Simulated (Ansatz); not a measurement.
Steps of a relaxation of `CO[Si](C)(N)O` with RKS PBE0-D4/def2-TZVP.

```sh
$ ansatz run in.yaml --threads 2 --pin off --events-out ev --progress --plain --max-ram 22528MiB --backend cuda --devices 0, --max-vram 18GiB
```

```yaml
crystal:
  periodic: [false, false, false]
  atoms:
    - {symbol: C, position_ang: [-1.308700, 1.662530, 0.332200]}
    - {symbol: O, position_ang: [-0.476490, 0.758930, 0.997550]}
    - {symbol: Si, position_ang: [0.288160, -0.527720, 0.338940]}
    - {symbol: C, position_ang: [1.464320, -0.050140, -1.074210]}
    - {symbol: N, position_ang: [-0.875340, -1.619330, -0.325480]}
    - {symbol: O, position_ang: [1.085010, -1.172450, 1.610200]}
    - {symbol: H, position_ang: [-1.811730, 2.270770, 1.084990]}
    - {symbol: H, position_ang: [-0.722910, 2.312040, -0.323060]}
    - {symbol: H, position_ang: [-2.053260, 1.138780, -0.269380]}
    - {symbol: H, position_ang: [2.143040, -0.861270, -1.315510]}
    - {symbol: H, position_ang: [0.919640, 0.201470, -1.978400]}
    - {symbol: H, position_ang: [2.070120, 0.810750, -0.805090]}
    - {symbol: H, position_ang: [-0.531440, -2.411420, -0.842790]}
    - {symbol: H, position_ang: [-1.618590, -1.921480, 0.285970]}
    - {symbol: H, position_ang: [1.428170, -0.591450, 2.284060]}
basis:
  gaussian: {orbitals: def2-TZVP}
hamiltonian: {xc: pbe0, dispersion: d4}
relax: {f_tol: 0.005, max_steps: 150}
```

Positions (Å) and forces (eV/Å) along the path, 10 of 14 steps:

```xyz
15
step=1 energy=-15678.0192 eV
C    -1.309    1.663    0.332    0.024    0.023   -0.056
O    -0.476    0.759    0.998    0.118   -0.121    0.187
Si    0.288   -0.528    0.339    0.108   -0.062   -0.826
C     1.464   -0.050   -1.074   -0.503   -0.117    0.644
N    -0.875   -1.619   -0.325    0.268    0.332    0.320
O     1.085   -1.172    1.610    0.154   -0.396   -0.003
H    -1.812    2.271    1.085   -0.067    0.082   -0.063
H    -0.723    2.312   -0.323   -0.043    0.149   -0.072
H    -2.053    1.139   -0.269   -0.157    0.023   -0.084
H     2.143   -0.861   -1.316    0.148   -0.249   -0.004
H     0.920    0.201   -1.978   -0.199    0.056   -0.165
H     2.070    0.811   -0.805    0.130    0.159    0.122
H    -0.531   -2.411   -0.843    0.033   -0.033   -0.147
H    -1.619   -1.921    0.286   -0.038   -0.024    0.055
H     1.428   -0.591    2.284    0.024    0.178    0.092
15
step=2 energy=-15678.0555 eV
C    -1.307    1.662    0.317    0.009   -0.013   -0.037
O    -0.472    0.759    0.994   -0.039    0.077    0.089
Si    0.293   -0.531    0.338    0.021   -0.013   -0.473
C     1.453   -0.049   -1.054   -0.238   -0.070    0.279
N    -0.874   -1.616   -0.311    0.172    0.067    0.188
O     1.108   -1.184    1.597    0.108   -0.226    0.087
H    -1.818    2.280    1.058   -0.015    0.019   -0.003
H    -0.730    2.320   -0.342    0.009    0.029   -0.021
H    -2.058    1.142   -0.285   -0.033   -0.016   -0.023
H     2.115   -0.878   -1.309    0.033   -0.049   -0.022
H     0.896    0.230   -1.949   -0.018    0.029   -0.040
H     2.078    0.797   -0.763    0.029    0.011    0.023
H    -0.542   -2.384   -0.878   -0.047    0.080   -0.027
H    -1.595   -1.946    0.316    0.027   -0.011   -0.026
H     1.452   -0.601    2.272   -0.019    0.086    0.007
15
step=4 energy=-15678.0688 eV rejected
C    -1.277    1.629    0.280   -0.073    0.108    0.015
O    -0.448    0.762    1.011   -0.042    0.077    0.014
Si    0.291   -0.542    0.338    0.046    0.108    0.208
C     1.435   -0.020   -1.030   -0.157   -0.216   -0.165
N    -0.900   -1.625   -0.238    0.210    0.259    0.005
O     1.143   -1.190    1.584   -0.038   -0.154   -0.072
H    -1.812    2.272    0.983   -0.002   -0.007    0.002
H    -0.697    2.273   -0.392    0.022   -0.026    0.006
H    -2.014    1.081   -0.317    0.008   -0.029    0.003
H     2.035   -0.867   -1.374    0.017    0.019   -0.022
H     0.885    0.372   -1.890    0.026    0.017   -0.002
H     2.125    0.753   -0.685   -0.027   -0.002    0.062
H    -0.638   -2.271   -0.958   -0.045   -0.223   -0.200
H    -1.532   -2.049    0.422   -0.002   -0.040    0.002
H     1.404   -0.577    2.268    0.056    0.108    0.143
15
step=5 energy=-15678.0780 eV
C    -1.298    1.649    0.295   -0.017    0.013   -0.015
O    -0.462    0.771    1.008    0.028    0.007    0.023
Si    0.296   -0.529    0.348   -0.033    0.001   -0.007
C     1.434   -0.047   -1.038    0.007   -0.009   -0.043
N    -0.873   -1.613   -0.270    0.068   -0.054    0.000
O     1.133   -1.188    1.599   -0.007   -0.006    0.016
H    -1.824    2.283    1.012    0.004   -0.008   -0.003
H    -0.720    2.297   -0.375    0.003   -0.013    0.004
H    -2.040    1.107   -0.302    0.014   -0.009    0.006
H     2.051   -0.894   -1.351   -0.019    0.015    0.004
H     0.882    0.313   -1.911    0.011    0.005    0.025
H     2.109    0.748   -0.711    0.004   -0.008   -0.008
H    -0.586   -2.299   -0.953   -0.064    0.064    0.036
H    -1.543   -2.012    0.371    0.015   -0.020   -0.038
H     1.440   -0.586    2.278   -0.015    0.021    0.001
15
step=8 energy=-15678.0877 eV
C    -1.284    1.641    0.291    0.004   -0.021    0.005
O    -0.430    0.792    1.020   -0.003    0.030   -0.023
Si    0.306   -0.526    0.365    0.001   -0.006    0.012
C     1.425   -0.057   -1.041    0.028    0.003   -0.023
N    -0.850   -1.625   -0.237    0.007   -0.053   -0.055
O     1.142   -1.159    1.631    0.011    0.045    0.042
H    -1.814    2.287    0.994    0.003   -0.004    0.001
H    -0.719    2.277   -0.401   -0.003   -0.005    0.009
H    -2.021    1.070   -0.284    0.002    0.006    0.004
H     1.992   -0.921   -1.400   -0.018    0.020    0.012
H     0.863    0.354   -1.884    0.009   -0.002    0.011
H     2.146    0.698   -0.715   -0.016   -0.018   -0.009
H    -0.644   -2.175   -1.056   -0.029    0.042    0.063
H    -1.470   -2.116    0.387    0.020    0.007   -0.016
H     1.359   -0.540    2.331   -0.018   -0.041   -0.033
15
step=9 energy=-15678.0886 eV
C    -1.286    1.635    0.291    0.011    0.006    0.020
O    -0.414    0.804    1.019   -0.014    0.010   -0.029
Si    0.314   -0.521    0.366   -0.013    0.002    0.003
C     1.430   -0.061   -1.045    0.022   -0.003   -0.004
N    -0.846   -1.618   -0.233    0.037    0.005   -0.034
O     1.142   -1.152    1.638    0.021    0.043    0.041
H    -1.814    2.281    0.995   -0.006    0.002   -0.003
H    -0.735    2.272   -0.411   -0.010   -0.002   -0.001
H    -2.024    1.052   -0.271    0.009    0.001    0.006
H     1.979   -0.932   -1.412   -0.005    0.011    0.000
H     0.869    0.365   -1.881    0.003   -0.008    0.009
H     2.166    0.679   -0.721   -0.008   -0.009   -0.001
H    -0.662   -2.139   -1.074   -0.010    0.007    0.009
H    -1.448   -2.129    0.390   -0.023   -0.019    0.025
H     1.329   -0.534    2.348   -0.015   -0.048   -0.041
15
step=10 energy=-15678.0889 eV
C    -1.290    1.636    0.294    0.004   -0.005    0.009
O    -0.403    0.813    1.013   -0.008    0.008   -0.030
Si    0.318   -0.517    0.365    0.000   -0.010    0.007
C     1.438   -0.067   -1.047   -0.004   -0.004    0.004
N    -0.842   -1.616   -0.230   -0.040   -0.060    0.023
O     1.145   -1.146    1.638    0.011    0.032    0.031
H    -1.816    2.280    1.001    0.000    0.002    0.002
H    -0.753    2.274   -0.418    0.000   -0.001    0.004
H    -2.029    1.044   -0.258    0.003   -0.001    0.004
H     1.978   -0.942   -1.419   -0.001    0.000    0.004
H     0.879    0.365   -1.881    0.002    0.003   -0.004
H     2.180    0.667   -0.724   -0.003    0.002    0.000
H    -0.677   -2.117   -1.087   -0.014    0.014    0.037
H    -1.435   -2.140    0.396    0.058    0.051   -0.063
H     1.308   -0.534    2.358   -0.007   -0.032   -0.028
15
step=12 energy=-15678.0893 eV
C    -1.295    1.636    0.298    0.005   -0.001    0.003
O    -0.395    0.819    1.005   -0.002   -0.003   -0.003
Si    0.322   -0.515    0.360    0.000    0.002    0.001
C     1.446   -0.072   -1.050    0.000   -0.002    0.001
N    -0.842   -1.611   -0.232    0.007    0.008   -0.002
O     1.147   -1.143    1.635    0.000    0.003   -0.001
H    -1.817    2.277    1.011   -0.001    0.000   -0.001
H    -0.772    2.277   -0.421   -0.003   -0.001    0.001
H    -2.038    1.039   -0.244    0.001    0.002    0.001
H     1.991   -0.948   -1.411   -0.001    0.001    0.000
H     0.890    0.353   -1.890    0.001   -0.002    0.001
H     2.184    0.666   -0.728    0.000    0.001    0.000
H    -0.684   -2.111   -1.089   -0.001   -0.001   -0.002
H    -1.436   -2.130    0.394   -0.006   -0.005    0.004
H     1.298   -0.537    2.362   -0.001   -0.001   -0.002
15
step=13 energy=-15678.0893 eV
C    -1.297    1.636    0.299   -0.001    0.000    0.001
O    -0.393    0.820    1.004   -0.001    0.001   -0.001
Si    0.323   -0.514    0.359   -0.001    0.000    0.000
C     1.448   -0.074   -1.051    0.000    0.001   -0.001
N    -0.842   -1.609   -0.232    0.003    0.006   -0.001
O     1.148   -1.142    1.635    0.001   -0.002   -0.002
H    -1.818    2.275    1.015    0.000    0.000    0.001
H    -0.776    2.279   -0.420    0.002   -0.001    0.000
H    -2.039    1.038   -0.242    0.000   -0.001    0.000
H     1.995   -0.950   -1.408    0.001    0.000    0.001
H     0.893    0.346   -1.894    0.000    0.000    0.001
H     2.184    0.667   -0.730    0.000   -0.001   -0.001
H    -0.685   -2.109   -1.091    0.001   -0.001   -0.003
H    -1.437   -2.127    0.393   -0.004   -0.003    0.003
H     1.296   -0.537    2.363    0.000    0.003    0.002
15
step=14 energy=-15678.0893 eV
C    -1.297    1.636    0.300    0.000    0.001   -0.002
O    -0.393    0.821    1.004    0.002   -0.002    0.003
Si    0.324   -0.514    0.359    0.000    0.000    0.000
C     1.448   -0.075   -1.051    0.000    0.001   -0.001
N    -0.842   -1.609   -0.233   -0.002    0.000    0.000
O     1.149   -1.141    1.634    0.001   -0.002    0.000
H    -1.819    2.274    1.016    0.000    0.000   -0.001
H    -0.777    2.280   -0.419   -0.001    0.001    0.000
H    -2.038    1.038   -0.242   -0.001    0.001    0.000
H     1.997   -0.950   -1.406    0.000    0.000    0.000
H     0.893    0.343   -1.895    0.000    0.000    0.000
H     2.183    0.669   -0.731    0.000    0.000    0.000
H    -0.686   -2.108   -1.091    0.001    0.000    0.000
H    -1.438   -2.126    0.392    0.000    0.000    0.000
H     1.295   -0.537    2.363   -0.001    0.001    0.001
```

Run time 26 s (2 threads of an AMD EPYC 7R13 on a shared host and a share of an NVIDIA H100 80 GB); peak host memory 0.9 GiB.
